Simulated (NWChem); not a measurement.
Species: H₂TeO; SMILES O[TeH]

Computed with NWChem. Coordinates come from a PBE-D3(BJ)/def2-SVP optimisation. def2 effective core potentials on Te; no spin-orbit coupling. Vertical excitations in the gas phase; the lowest state need not have the same character in each row.

**Question.** Order these by “lowest excitation, singlet (eV)”, lowest first: B3LYP/def2-SVP, full TDDFT; LRC-wPBEh/def2-SVP, full TDDFT; PBE/def2-SVP, full TDDFT; Hartree-Fock/def2-SVP, TDHF.

**Answer.** PBE/def2-SVP, full TDDFT (2.97), B3LYP/def2-SVP, full TDDFT (3.05), LRC-wPBEh/def2-SVP, full TDDFT (3.12), Hartree-Fock/def2-SVP, TDHF (3.44)
